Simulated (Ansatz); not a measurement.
Geometry optimisation, RKS PBE-D4/def2-SVP in Ansatz.

input.yaml

```yaml
crystal:
  periodic: [false, false, false]
  atoms:
    - { symbol: Si, position_ang: [-0.494078, 0.0, -0.432031] }
    - { symbol: Cl, position_ang: [0.153501, 0.0, 2.855311] }
    - { symbol: F, position_ang: [1.019591, 0.0, 0.104514] }
    - { symbol: Cl, position_ang: [-0.744424, 1.687172, -1.543817] }
    - { symbol: Cl, position_ang: [-0.744424, -1.687172, -1.543817] }
    - { symbol: F, position_ang: [-1.669302, 0.0, 0.664981] }
    - { symbol: H, position_ang: [-1.174162, 0.0, 2.728159] }
basis:
  gaussian: { orbitals: def2-SVP }
hamiltonian:
  xc: pbe
  dispersion: d4
relax:
  f_tol: 0.03
  max_steps: 50
```

Command:

```bash
$ ansatz run input.yaml --threads 2 --pin off --max-ram 3072MiB --backend cpu --events-out ev --progress --plain --runs-dir out
```

Task: Where does it end, and by what steps?

Result: The run converged. After 8 steps the energy has fallen by 0.214 eV; Cl2 moved furthest, 0.63 Å.

```
step  energy less start (eV)  largest force component (eV/Å)  accepted
   0                  0.0000                           1.045       yes
   1                 -0.1105                           0.787       yes
   2                 -0.1508                           0.959       yes
   3                 -0.1923                           0.344       yes
   4                 -0.1906                           0.740        no
   5                 -0.2061                           0.408       yes
   6                 -0.2131                           0.109       yes
   7                 -0.2137                           0.049       yes
   8                 -0.2140                           0.027       yes
```

```xyz
7
Properties=species:S:1:pos:R:3
Si -0.527 0.000 -0.574
Cl 0.023 0.000 3.467
F 0.943 0.000 0.081
Cl -0.795 1.690 -1.668
Cl -0.795 -1.690 -1.668
F -1.606 0.000 0.645
H -0.895 0.000 2.549
```

The run took 19 s on 2 threads of Arm Neoverse V1, on a shared host, peak memory 0.15 GiB.
